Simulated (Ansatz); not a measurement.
CH6InNSi (`N=[C]([SiH3])[InH2]`), relaxed with RKS PBE0-D4/def2-TZVP in the Gaussian-basis code of Ansatz from a GFN2-xTB geometry. The force threshold is 0.005 eV/Å; the program also tests the step.

The species carries charge 0 and has multiplicity 1. In: def2 effective core potential.

Start:

```xyz
10

N    -1.470    1.078   -0.209
C    -0.504    0.330    0.014
Si   -0.331   -0.679    1.616
In    1.146    0.140   -1.592
H    -1.486    1.592   -1.100
H    -1.486   -0.469    2.485
H     0.919   -0.203    2.229
H    -0.213   -2.077    1.175
H     2.631   -0.909   -1.584
H     0.794    1.198   -3.033
```

```csv
step,energy (eV),largest force (eV/Å),largest move (Å)
1,-15668.9507,1.633,0.000
2,-15669.0704,0.920,0.192
3,-15669.1287,0.424,0.085
4,-15669.1328,0.156,0.029
5,-15669.1345,0.164,0.037
6,-15669.1380,0.055,0.016
7,-15669.1383,0.037,0.012
8,-15669.1385,0.021,0.013
9,-15669.1387,0.015,0.014
10,-15669.1389,0.037,0.025
11,-15669.1389,0.022,0.010
12 (rejected),-15669.1389,0.013,0.009
13 (rejected),-15669.1389,0.020,0.005
14,-15669.1389,0.004,0.002
```

End:

```xyz
10

N    -1.436    1.069   -0.240
C    -0.432    0.308   -0.047
Si   -0.331   -0.658    1.569
In    1.134    0.152   -1.597
H    -1.403    1.551   -1.145
H    -1.487   -0.409    2.468
H     0.942   -0.282    2.244
H    -0.241   -2.106    1.228
H     2.566   -0.804   -1.555
H     0.689    1.180   -2.925
```

Hardware: 4 threads of an AMD EPYC 9R45 on a shared host. Wall time 17 s, peak host memory 0.53 GiB.
